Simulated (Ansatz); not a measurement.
**Ligand exchange: InH2(OH) + AuSH → InH2(SH) + AuOH**

Species: InH2(OH), singlet; AuSH `[SH][Au]`, singlet; InH2(SH), singlet; AuOH `[OH][Au]`, singlet. The partners trade OH for SH: In–OH and Au–SH bonds give way to In–SH and Au–OH.

Shapes, held fixed at every level: PBE0-D4/def2-TZVP. Programs: Ansatz 0.2.0. The zero-point and thermal change to 298 K, harmonic and unscaled (PBE0-D4/def2-TZVP), is -0.1 kJ/mol.

Question: Estimate ΔH(298 K) of this reaction.

Answer: The highest level, CCSD(T)/def2-TZVPP, gives ΔH(298 K) = +87.7 kJ/mol; the levels span +84.0 to +89.4. The column of differences is taken from that level and isn't an error. No measured value is set beside it here. T1 is large for AuSH, AuOH, so single-reference values are less sure there. For atoms past krypton def2 sets carry core potentials with scalar relativity. Correlated rows may include outer-core shells of Au, In, which these sets cover unevenly. Times are processor times on shared x86 and Arm servers, and rough.

```
                level                    kind  ΔH(298 K) (kJ/mol)  less CCSD(T)/def2-TZVPP  CPU time (sum over the molecules)
        HF/def2-TZVPP            Hartree–Fock               +88.2                     +0.5                                  –
 r2SCAN-D4/def2-TZVPP                meta-GGA               +84.0                     -3.7                               19 s
   PBE0-D4/def2-TZVPP           global hybrid               +85.8                     -1.9                               11 s
r2SCAN0-D4/def2-TZVPP           global hybrid               +89.4                     +1.7                               18 s
   wB97M-V/def2-TZVPP  range-separated hybrid               +84.9                     -2.8                               35 s
      CCSD/def2-TZVPP   coupled cluster or CI               +88.6                     +0.9                                  –
   CCSD(T)/def2-TZVPP   coupled cluster or CI               +87.7                      0.0                               68 s
```
